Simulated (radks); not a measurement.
The numbers below are computed, except where a source is named.
Effect of the nuclear size on the sulfur ion S3+, [Ne] 3s2 3p1. Level of theory: Dirac Kohn-Sham, LDA (Slater exchange, Perdew-Wang correlation), spin-unpolarised, spherical densities, finite nucleus; open shells fill j = l - 1/2 first; Fermi nuclear charge, rms radius 3.2611 fm (a radial shooting solver on a logarithmic mesh with Libxc functionals). The rms radius is varied about that value; shifts are against it.

| rms radius (fm) | total energy shift (eV) | density at nucleus (e/bohr^3) | 1s1/2 shift (meV) | 2s1/2 shift (meV) |
|---|---|---|---|---|
| 2.6252 | -0.00356 | 2940 | -1.49 | -0.103 |
| 3.1209 | -0.000851 | 2931 | -0.356 | -0.025 |
| 3.2611 | 0 | 2929 | 0.000 | 0.000 |
| 3.4502 | 0.00121 | 2926 | 0.504 | 0.035 |
| 3.6329 | 0.00243 | 2924 | 1.02 | 0.071 |

Slopes of the eigenvalues against <r^2> in GHz/fm^2, as finite differences over the two radii next to the reference (eigenvalue slopes, not the field-shift constants of lines): 1s1/2 96.1, 2s1/2 6.66.
